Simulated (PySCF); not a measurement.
How methods differ on the ionisation energy of Nb²⁺

Nb²⁺ [Kr] 4d3 [4d3/2^3, M_J = 3/2] → Nb³⁺ [Kr] 4d2 [4d3/2^2, M_J = 2], as a difference of total energies. Calculation: PySCF 2.14, in x2c-QZVPPall-2c; the two-component X2C-1e Hamiltonian. Correlated levels: [Ar] 3d10 frozen; the 32 highest virtual spinors dropped. "Screened" scales the spin-orbit matrix elements by Boettger's factors to mimic the two-electron term; Breit and QED terms are absent.

```csv
method,ionisation energy (eV),difference from reference (eV)
GHF (spin-free),24.243,-0.797
GMP2 (spin-free),25.043,+0.003
GHF (screened spin-orbit),24.207,-0.833
GMP2 (screened spin-orbit),25.010,-0.030
```

Reference: 25.04 eV (semi-empirical (NIST evaluation); NIST Atomic Spectra Database, ionization energies).

The spin-free rows relax to the high-spin LS determinant and lack the spin-orbit shift.

The labels give the starting determinants; with spin-orbit coupling the two ends relaxed to ⟨J²⟩ = 6.49, ⟨L²⟩ = 12.00, ⟨S²⟩ = 3.75 and ⟨J²⟩ = 7.21, ⟨L²⟩ = 11.91, ⟨S²⟩ = 1.97.

The determinant of Nb²⁺ and of Nb³⁺ mixes levels of different J (the jj label is only the starting occupation), so the difference between spin-free and spin-orbit rows is not the physical spin-orbit shift.
